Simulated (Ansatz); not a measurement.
The cluster Re₂Te₃. Total charge 0; singlet. Geometry PBE-D4/def2-SVP, basis def2-TZVP, Ansatz.

```xyz
5

Re   -0.118   -0.621   -0.915
Re   -0.003    0.512    0.988
Te   -0.610    1.071   -2.670
Te   -1.679   -1.522    1.007
Te    2.409    0.560    1.591
```

| run | HOMO (eV) | LUMO (eV) |
| --- | --- | --- |
| A | -5.91 | -4.23 |
| B | -5.76 | -4.11 |
| C | -5.06 | -4.62 |
| D | -4.86 | -4.46 |
| E | -5.38 | -4.45 |

In the def2 sets Re, Te take a core potential; there is no spin–orbit coupling. HSE06 is defined as in plane-wave codes, on full-range PBE exchange. No other spin state of charge 0 was run. Another isomer (singlet) lies 0.22 eV lower at PBE0-D4/def2-TZVP; other spin states weren't run for this one.

Q: The runs used HSE06, PBE, PBE0, r2SCAN, r2SCAN0. Estimate which is which.

A: A r2SCAN0 (25 % exact exchange); B PBE0 (25 % exact exchange); C r2SCAN (0 % exact exchange); D PBE (0 % exact exchange); E HSE06 (range-separated). Exact exchange lowers occupied and raises empty levels; among semilocal functionals meta-GGAs tend to open the gap a little, and such runs are hard to tell apart. The gap grows from 0.39 eV (PBE) to 1.69 eV (r2SCAN0). The restricted singlet is unstable towards broken spin symmetry in Hartree–Fock (as tested in another run); at r2SCAN0-D4/def2-TZVP, PBE0-D4/def2-TZVP, r2SCAN-D4/def2-TZVP, PBE-D4/def2-TZVP and others this wasn't settled.
